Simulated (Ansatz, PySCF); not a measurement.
The pair A = H2S (SMILES S) (first 3 atoms), B = H2 (SMILES [H][H]); geometry from B3LYP-D3(BJ)/def2-TZVP.
(charge 0, multiplicity 1):
| atom | x (Å) | y (Å) | z (Å) |
|---|---|---|---|
| S | 0.4991 | -0.6680 | 0.1584 |
| H | -0.8080 | -0.9414 | 0.2976 |
| H | 0.2840 | 0.6572 | 0.1677 |
| H | 0.1559 | -0.1741 | 3.2753 |
| H | -0.0537 | 0.0274 | 3.9616 |

Correlated levels freeze the cores. Rows in 6-31G* carry no dispersion term and start afresh at each structure (6-31G* with six Cartesian d functions).

Run with Ansatz (a program for electronic structure); PySCF for 6-31G* rows. Each number belongs to the level named beside it.

Total energies (hartree), monomers frozen at their geometry in the pair:

```tsv
structure	PBE/def2-TZVPPD	B3LYP/6-31G*	CCSD(T)/aug-cc-pV(D+d)Z
AB	-400.3960486	-400.5610510	-400.0533931
A in the pair's basis	-399.2293015	-399.3855893	-398.8882774
B in the pair's basis	-1.1661445	-1.1755295	-1.1648220
A	-399.2292618	-399.3853832	-398.8879041
B	-1.1661360	-1.1754781	-1.1647217
```

Q: Work out the interaction energy without and with the counterpoise correction, and the superposition error, for each level.

A: 
E(AB) − E(A) − E(B), times 627.509 kcal/mol, with the monomers in their own basis and then in the pair's basis:
- PBE/def2-TZVPPD: -0.41 uncorrected, -0.38 corrected; the monomers gain 0.03 kcal/mol from borrowed functions
- B3LYP/6-31G*: -0.12 uncorrected, 0.04 corrected; the monomers gain 0.16 kcal/mol from borrowed functions
- CCSD(T)/aug-cc-pV(D+d)Z: -0.48 uncorrected, -0.18 corrected; the monomers gain 0.30 kcal/mol from borrowed functions
